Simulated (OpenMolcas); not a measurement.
# d8 ions of charge +2 down a group on the Ca site of CsCaBr3

```yaml
Program: OpenMolcas 26.06
Method: CASSCF
Spin-orbit_coupling: state interaction with AMFI integrals over the reference wave functions
```

The d shell is active. Each dopant is a cluster with its nearest anions in model potentials and point charges, with no relaxation. Distances were set from a Shannon-type radius of the metal (high-spin where two are listed) plus a fixed donor radius (Br 1.91 Å), in hosts weighted 0.65 to 0.35 with the host's distance in the model lattice. Ligand basis ANO-RCC-VDZP, DKH2 Hamiltonian. States (labels of O, the rotations of Oh). Energies in cm-1 above the lowest state or level, χT in cm3 K/mol; 10Dq and B are least-squares fits to the states below 45000 cm-1, weighted by degeneracy, with a free offset, and given where the rms deviation is under 5 % of |10Dq| (or 100 cm-1) and under 700 cm-1. Spin-only χT is S(S+1) / 2 for the spin of the ground state.

```json
{"Ion": "Ni2+", "Shell": "3d8", "R (Å)": "2.686", "Metal basis": "ANO-RCC-VTZP", "Ground state": "3A2", "First state of that spin": "3T2 2793", "10Dq": "2869", "B (rms of fit)": "1277 (53)", "First gap with spin-orbit (degeneracies)": "2514 (3, 2)", "χT at 300 K": "1.991", "First state of another spin": "1E 17413", "Spin-only χT": "1.000"}
{"Ion": "Pd2+", "Shell": "4d8", "R (Å)": "2.796", "Metal basis": "ANO-RCC-VTZP", "Ground state": "3A2", "First state of that spin": "3T2 6352", "10Dq": "", "B (rms of fit)": "", "First gap with spin-orbit (degeneracies)": "5593 (3, 2)", "χT at 300 K": "1.723", "First state of another spin": "1E 12180", "Spin-only χT": "1.000"}
{"Ion": "Pt2+", "Shell": "5d8", "R (Å)": "2.757", "Metal basis": "ANO-RCC-VTZP", "Ground state": "3A2", "First state of that spin": "3T2 9106", "10Dq": "", "B (rms of fit)": "", "First gap with spin-orbit (degeneracies)": "6317 (3, 2)", "χT at 300 K": "1.959", "First state of another spin": "1E 10778", "Spin-only χT": "1.000"}
```

Every ion keeps the highest spin of its shell. χT departs most from the spin-only value for Ni2+, by +0.991 cm3 K/mol.

Without dynamic correlation the repulsion within the d shell is too large (B by tens of per cent), so at a given field states of lower spin stand too high. Ligand-to-metal charge-transfer states are missing. With no ligand orbital active B as a rule stays too high, so bands that hang on it stand too high and its fall with covalency is understated. With metal d orbitals alone and no dynamic correlation the field as a rule comes out too small, by tens of per cent, by up to half for chloride and softer ligands, and the orbital part of g and χT, which goes as 1/10Dq, too large (holds for Ni2+). Real 4d8 and 5d8 ions are as a rule square planar and diamagnetic (holds for Pd2+; Pt2+). With metal d orbitals alone the field can be off either way by tens of per cent (holds for Pd2+; Pt2+). The least metal-like active orbital is 85 % on the metal (Löwdin) and no ligand orbital is active, so the numbers are rough (holds for Pt2+). No measured value stands beside these numbers; the geometry was set by hand and not optimised.
